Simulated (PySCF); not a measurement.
# CoOBr: bend–stretch map

Method: PySCF, UPBE0, basis Co def2-SVP, O def2-SVP, Br def2-SVP (no relativity, density fitting).

Rigid scan from the quintet minimum (Co–Br 2.268 Å, Co–O 1.610 Å; Br–Co–O 180.0°). Coordinate: rows scale both bonds, columns set the O–Co–Br angle. Energies in kJ/mol from the minimum.

Problem. Give the energy map for rows 0.94, 0.97, 1.00, 1.03, 1.06, 1.10 and columns 90, 105, 120, 135, 150, 165, 180.

Solution. 
```tsv
scale \ angle	90	105	120	135	150	165	180
0.94	181.4	117.3	80.0	57.7	44.8	37.7	35.6
0.97	139.9	84.2	50.3	29.2	16.7	10.0	7.9
1.00	119.5	71.4	40.4	20.6	8.4	2.0	0.0
1.03	114.1	73.1	45.1	26.0	14.5	8.3	6.4
1.06	118.9	83.8	58.9	41.0	30.3	24.8	23.1
1.10	153.2	117.7	92.6	75.4	64.2	58.1	56.3
```

Problem. And the size of the dipole moment (D) on the same grid?

Solution. 
```
scale \ angle    90   105   120   135   150   165   180
         0.94  4.79  4.13  3.45  2.71  1.86  0.97  0.12
         0.97  5.11  4.41  3.69  2.89  2.00  1.05  0.23
         1.00  5.42  4.69  3.92  3.06  2.13  1.15  0.41
         1.03  5.73  4.97  4.14  3.24  2.28  1.29  0.64
         1.06  6.05  5.25  4.38  3.45  2.47  1.49  0.92
         1.10  6.23  5.53  4.67  3.72  2.73  1.81  1.36
```

The bond scale of lowest energy on the grid is 1.03 at 90°, 1.00 at 105°, 1.00 at 120°, 1.00 at 135°, 1.00 at 150°, 1.00 at 165°, 1.00 at 180°.

Other spin states or occupations of the open shell can lie lower.

Other isomers or separated fragments may lie lower.
